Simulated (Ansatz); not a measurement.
Molecular dynamics of ClH3OSn

Input file:

```yaml
crystal:
  periodic: [false, false, false]
  atoms:
    - { symbol: Sn, position_ang: [0.11188, -0.027976, 0.109648] }
    - { symbol: H, position_ang: [0.093863, 0.13101, 1.800637] }
    - { symbol: H, position_ang: [1.608302, 0.014379, -0.676602] }
    - { symbol: Cl, position_ang: [-1.239296, 1.706429, -0.7274] }
    - { symbol: O, position_ang: [-0.719768, -1.718155, -0.439536] }
    - { symbol: H, position_ang: [-1.650281, -1.803488, -0.241647] }
basis:
  gaussian: { orbitals: def2-SVP }
hamiltonian:
  xc: { name: BHLYP }
  dispersion: d4
md:
  timestep: 4.0
  n_steps: 40
  ensemble: nvt_nose_hoover
  temperature: 1000.0
  initial_velocities: maxwell_boltzmann
  seed: 298182
  nose_hoover: { tau: 20.0, chain_length: 5 }
```

Launched with:

```bash
$ ansatz run input.yaml --threads 1 --pin off --max-ram 2048MiB --backend cpu --events-out ev --progress --plain --runs-dir out
```

It starts from a relaxed structure.

Output, in part (step lines, the closing report, with atoms numbered from 0):

```
md step     0: t =     0.00 fs  T =  1000.0 K  F+E_penalty+E_count = -20442.49248314 eV  E_kin = 0.517040 eV  conserved = -20441.97544315 eV  (26 SCF iters)
[... lines left out ...]
Total energy: -20432.53565956 eV, -750.8818358189 hartree
Atom 0 at     0.218933    -0.009801     0.178138 Å, force    -0.238347     0.374609    -0.140277 eV/Å
Atom 1 at    -0.303267    -0.267688     1.756127 Å, force    -0.087377    -0.055390     0.221813 eV/Å
Atom 2 at     1.812281     0.522235     0.001330 Å, force     0.093117     0.157933    -0.051343 eV/Å
Atom 3 at    -1.348477     1.472485    -0.842068 Å, force     0.262852    -0.041537     0.168766 eV/Å
Atom 4 at    -0.157963    -1.476435    -1.036543 Å, force    -0.039268    -0.434953    -0.196222 eV/Å
Atom 5 at   -19.141770     0.337759     4.567436 Å, force     0.009023    -0.000662    -0.002738 eV/Å
Dipole moment:    -0.957417     0.179514     0.939037 e Å
```

The steps, from the saved trajectory:

| time (fs) | T (K) | potential energy less start (eV) | conserved less start (meV/atom) |
| --- | --- | --- | --- |
| 0.0 | 1000 | 0.000 | 0.00 |
| 4.0 | 17094 | 2.165 | 2054.60 |
| 8.0 | 33866 | 9.091 | 7976.44 |
| 12.0 | 11381 | 9.541 | 7963.26 |
| 16.0 | 5661 | 9.616 | 7960.00 |
| 20.0 | 3244 | 9.660 | 7960.61 |
| 24.0 | 2099 | 9.657 | 7959.35 |
| 28.0 | 1464 | 9.674 | 7959.93 |
| 32.0 | 1082 | 9.686 | 7959.42 |
| 36.0 | 825 | 9.710 | 7959.69 |
| 40.0 | 659 | 9.728 | 7959.47 |
| 44.0 | 552 | 9.744 | 7959.60 |
| 48.0 | 495 | 9.751 | 7959.62 |
| 52.0 | 475 | 9.749 | 7959.49 |
| 56.0 | 477 | 9.748 | 7959.56 |
| 60.0 | 502 | 9.744 | 7959.27 |
| 64.0 | 536 | 9.751 | 7959.64 |
| 68.0 | 599 | 9.753 | 7959.32 |
| 72.0 | 677 | 9.770 | 7959.88 |
| 76.0 | 791 | 9.778 | 7959.30 |
| 80.0 | 924 | 9.797 | 7960.05 |
| 84.0 | 1099 | 9.794 | 7959.38 |
| 88.0 | 1267 | 9.801 | 7960.30 |
| 92.0 | 1417 | 9.789 | 7959.31 |
| 96.0 | 1480 | 9.808 | 7960.01 |
| 100.0 | 1478 | 9.820 | 7959.29 |
| 104.0 | 1383 | 9.862 | 7960.20 |
| 108.0 | 1255 | 9.893 | 7959.91 |
| 112.0 | 1120 | 9.921 | 7960.14 |
| 116.0 | 1007 | 9.931 | 7959.87 |
| 120.0 | 915 | 9.932 | 7959.77 |
| 124.0 | 835 | 9.930 | 7959.97 |
| 128.0 | 769 | 9.922 | 7959.61 |
| 132.0 | 695 | 9.925 | 7959.90 |
| 136.0 | 617 | 9.930 | 7959.23 |
| 140.0 | 530 | 9.953 | 7959.93 |
| 144.0 | 474 | 9.959 | 7959.32 |
| 148.0 | 430 | 9.972 | 7960.09 |
| 152.0 | 422 | 9.965 | 7959.43 |
| 156.0 | 429 | 9.965 | 7959.77 |
| 160.0 | 469 | 9.957 | 7959.44 |

All steps were run. The conserved energy changed by up to 8000 meV per atom, so the integration failed: the time step of 4 fs is too long for the fastest motions that this run met, and the later frames carry no physical meaning.

Parted: O5–H6 0.96 → 19.88 Å. It ends as ClH2OSn + H. Pairs count as bonded within 1.25 times the sum of covalent radii (0.12 Å more for H–H).

Last frame:

```xyz
6
Properties=species:S:1:pos:R:3
Sn 0.219 -0.010 0.178
H -0.303 -0.268 1.756
H 1.812 0.522 0.001
Cl -1.349 1.472 -0.842
O -0.158 -1.476 -1.036
H -19.142 0.338 4.567
```

Run time: 2.8 min on 1 thread of Arm Neoverse V2 (shared host), peak memory 0.15 GiB.
